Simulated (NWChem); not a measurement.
# BHOF cation; SMILES [OH+]=BF

Program: NWChem. Pople sets run with spherical d functions. The geometry was optimised at PBE0/def2-SVP. B3LYP is NWChem's, with the RPA form of VWN correlation. Vertical excitations in the gas phase; the lowest state need not have the same character in each row.

Task: Among these, which level gives the lowest value of “lowest excitation, singlet (eV)”?
A. PBE0/6-31+G*, full TDDFT
B. PBE/6-31+G*, full TDDFT
C. BHandHLYP/6-31+G*, full TDDFT
D. B3LYP/6-31+G*, full TDDFT

Result: B, PBE/6-31+G*, full TDDFT. Values: PBE/6-31+G*, full TDDFT 9.96; B3LYP/6-31+G*, full TDDFT 10.44; PBE0/6-31+G*, full TDDFT 10.68; BHandHLYP/6-31+G*, full TDDFT 11.16
